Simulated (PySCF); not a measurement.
Gas-phase reaction: 2 GeH₂ + GeHCl₃ + 4 H → 3 GeH₃Cl

Energies from PySCF, thermal terms from the rigid-rotor harmonic-oscillator model, ideal gas at 1 bar. † marks an energy on the PBE0/def2-TZVP geometry and frequencies; other levels use their own. CCSD(T) freezes the core. 6-31G* has spherical d functions here. Open shells (unrestricted): H (multiplicity 2); the rest are closed-shell singlets. B3LYP is the form with VWN-RPA correlation. Ge: all electrons, no relativistic terms. GeH₂: computed as isolated molecules; such fragments, hydroxides, amides, oligomers or adducts are transient or little studied in the gas. CCSD(T) isn't extrapolated to the basis-set limit.

```csv
level,"ΔH°(298 K), kJ"
B3LYP/6-31G*,-1176
BLYP/def2-TZVP†,…
CCSD(T)/def2-SVP†,…
HF/def2-TZVP†,-998
M06-2X/def2-TZVP†,…
PBE/def2-TZVP†,-1158
PBE0/def2-QZVP†,-1187
PBE0/def2-SVP†,-1182
r2SCAN/def2-TZVP†,…
ωB97X-V/def2-TZVP†,-1215
```

Task: What belongs in the gaps?

Result: 
- BLYP/def2-TZVP†, ΔH°(298 K), kJ: -1146
- CCSD(T)/def2-SVP†, ΔH°(298 K), kJ: -1164
- M06-2X/def2-TZVP†, ΔH°(298 K), kJ: -1181
- r2SCAN/def2-TZVP†, ΔH°(298 K), kJ: -1215
